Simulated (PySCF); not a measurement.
Computed with r2SCAN-D4/def2-TZVP in PySCF 2.14.0. Gas-phase values, no solvent. One relaxed conformer stands for a flexible species; it need not be the lowest. Excitations are Tamm–Dancoff values on a coarser integration grid. The basis has no diffuse functions, so Rydberg states are missing or too high.

Reference species (SMILES): `O=[SiH][SiH2]O` (O–Si–Si–O torsion 180°, Si–Si–O–H torsion 180°) (neutral, multiplicity 1).

| Item | Value |
|---|---|
| HOMO–LUMO gap | 3.48 eV |
| S1 oscillator strength | 0.003 |
| S1 excitation (TDA) | 3.60 eV |

After one change: the HOMO–LUMO gap goes up by 1.90 eV; the S1 oscillator strength hardly moves; the S1 excitation (TDA) rises by 1.78 eV.

What was changed between the two runs? The new species is one of these.
A. `O[Si](O)=[SiH2]` (H–O–Si–Si torsion -19°, Si–Si–O–H torsion -165°)
B. `O=[Si](O)[SiH3]` (Si–Si–O–H torsion 0°)
C. `O=[SiH]O[SiH3]` (O–Si–O–Si torsion 1°)
D. `O/[SiH]=[SiH]/O` (H–O–Si–Si torsion -58°, Si–Si–O–H torsion 58°)

C, `O=[SiH]O[SiH3]` (O–Si–O–Si torsion 1°)
